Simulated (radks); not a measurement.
The numbers below are computed, except where a source is named.
Question: These are the eigenvalues of the occupied orbitals of an atom or ion with whole-number occupations (Ry). Code: a radial shooting solver on a logarithmic mesh with Libxc functionals. Model: Dirac Kohn-Sham, BLYP, spin-unpolarised, spherical densities, finite nucleus; Fermi nuclear charge, rms radius of each element as measured or else 0.836 A^(1/3) + 0.57 fm.

| orbital | eigenvalue |
|---|---|
| 1s1/2 | -4496.747 |
| 2s1/2 | -762.9049 |
| 2p1/2 | -727.9025 |
| 2p3/2 | -650.9191 |
| 3s1/2 | -173.2630 |
| 3p1/2 | -157.7879 |
| 3p3/2 | -141.4484 |
| 3d3/2 | -115.0610 |
| 3d5/2 | -111.4901 |
| 4s1/2 | -35.46905 |
| 4p1/2 | -29.20507 |
| 4p3/2 | -25.50874 |
| 4d3/2 | -15.19870 |
| 4d5/2 | -14.52652 |
| 5s1/2 | -5.77923 |
| 5p1/2 | -4.05592 |
| 5p3/2 | -3.58136 |
| 4f5/2 | -2.01875 |
| 4f7/2 | -1.92062 |
| 5f5/2 | -0.44845 |
| 5f7/2 | -0.44752 |

Which element is it, and in what charge state? The configuration may be excited. Open shells, if any, are shared by 2j + 1.

Answer: Z = 70, ytterbium, charge +2: Yb2+ in [Kr] 4d10 4f14 5s2 5p5 5f1. The list shows which subshells hold electrons but not how many an open one holds; the 1s level, -2248.4 hartree, gives Z - s = 67.1 by -(Z - s)^2/2, which with screening and relativity narrows Z to a few neighbours, and the depths of the outer levels then fix element, charge and occupations together.
